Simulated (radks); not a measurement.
Task: The promethium ion Pm2+ is in [Xe] 4f5. Method: scalar-relativistic Kohn-Sham, LDA (Slater exchange, Perdew-Wang correlation), spin-polarised, spherical densities, finite nucleus; Fermi nuclear charge, rms radius of each element as measured or else 0.836 A^(1/3) + 0.57 fm; computed with a radial shooting solver on a logarithmic mesh with Libxc functionals. Open shells are filled with parallel spins first. One electron is removed from 5p, 5s, 4d, 4f in turn, with full relaxation. Which removal costs least, and what does each cost?

Result: 4f 24.618 eV; 5p 40.681 eV; 5s 60.262 eV; 4d 142.39 eV. The 4f electron leaves first.
